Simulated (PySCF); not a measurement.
C₂H₆SZn, singlet, geometry from GFN2-xTB (such geometries of metal compounds can be far from the true shape). Base run: TPSS/6-31G (PySCF).

Geometry (Å):
```xyz
10

Zn    -0.4725    -0.2030     0.2105
C      0.1668    -1.7838    -0.9187
C      1.4439    -1.3228    -1.6083
H     -0.5746    -2.0746    -1.6587
H      0.3709    -2.6504    -0.2941
H      2.2071    -1.0352    -0.8850
H      1.2577    -0.4754    -2.2677
H      1.8519    -2.1326    -2.2160
S      0.0271     1.9332     0.9070
H     -1.0333     2.1663     1.6575
```
Charge 0, spin multiplicity 1.
All else is at PySCF's defaults.
Base energy -2257.07800 Eh.

The base run was repeated with changes; each row names its change, and settings that it needs were set with it.

```json
[
 {"change": "base", "ΔE vs base (µEh)": "0.0", "grid points": "126608", "electrons on the grid": "64.00000", "outcome": "converged"},
 {"change": "grids.atom_grid = (75, 302)", "ΔE vs base (µEh)": "9.2", "grid points": "143952", "electrons on the grid": "63.99999", "outcome": "converged"},
 {"change": "grids.prune = off", "ΔE vs base (µEh)": "0.0", "grid points": "209680", "electrons on the grid": "64.00000", "outcome": "converged"},
 {"change": "grids.atom_grid = (150, 974)", "ΔE vs base (µEh)": "1.6", "grid points": "800320", "electrons on the grid": "64.00000", "outcome": "converged"},
 {"change": "grids.atom_grid = (50, 194)", "ΔE vs base (µEh)": "-2.2", "grid points": "65584", "electrons on the grid": "64.00002", "outcome": "converged"},
 {"change": "grids.prune = dft.gen_grid.treutler_prune", "ΔE vs base (µEh)": "12.6", "grid points": "113320", "electrons on the grid": "64.00000", "outcome": "converged"},
 {"change": "grids.level = 7", "ΔE vs base (µEh)": "1.5", "grid points": "646928", "electrons on the grid": "64.00000", "outcome": "converged"},
 {"change": "grids.level = 2", "ΔE vs base (µEh)": "9.9", "grid points": "79432", "electrons on the grid": "63.99999", "outcome": "converged"},
 {"change": "grids.radi_method = gauss_chebyshev", "ΔE vs base (µEh)": "-3.0", "grid points": "123832", "electrons on the grid": "64.00000", "outcome": "converged"},
 {"change": "grids.prune = dft.gen_grid.sg1_prune", "ΔE vs base (µEh)": "-", "grid points": "-", "electrons on the grid": "-", "outcome": "input refused"},
 {"change": "grids.atom_grid = (99, 590)", "ΔE vs base (µEh)": "0.8", "grid points": "320568", "electrons on the grid": "64.00000", "outcome": "converged"}
]
```

- grids.prune = dft.gen_grid.sg1_prune: ended with `IndexError: index 30 is out of bounds for axis 0 with size 19`
